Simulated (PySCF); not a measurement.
Si(H)(F)2(OEt) (C2H6F2OSi), SMILES CCO[SiH](F)F.

The structure is a stationary point at ωB97X-D3(BJ)/def2-SVP. This is a generated structure with no PubChem entry under its InChIKey; it may be hypothetical. The values are those of a single conformer.

Two levels are set side by side: PBE/def2-TZVP (PySCF) and B3LYP/def2-TZVP (PySCF). Same geometry, gas phase. Differences are taken from unrounded values.

| quantity | B3LYP |
|---|---|
| orbital gap (eV) | 9.41 |
| highest occupied level (eV) | -8.65 |
| lowest empty level (eV) | 0.76 |
| dipole moment (D) | 1.63 |
| mean polarisability (bohr³) | 50.6 |

Task: What does PBE give, and how far is it from B3LYP? (An estimate is asked for; the answer gives what the named calculation found.)

Result: 
| quantity | PBE | PBE minus B3LYP |
|---|---|---|
| orbital gap (eV) | 7.51 | -1.90 |
| highest occupied level (eV) | -7.28 | 1.36 |
| lowest empty level (eV) | 0.23 | -0.53 |
| dipole moment (D) | 1.60 | -0.03 |
| mean polarisability (bohr³) | 52.8 | 2.2 |

Without exact exchange PBE keeps part of each electron's self-repulsion, which lifts occupied levels and narrows the gap. Loosely held outer electrons make PBE densities more polarisable. Differences between two approximate levels are no errors against the true value.

Rough cost on one machine, each run with all the roots and properties that it gave: B3LYP against PBE within a factor of 2.
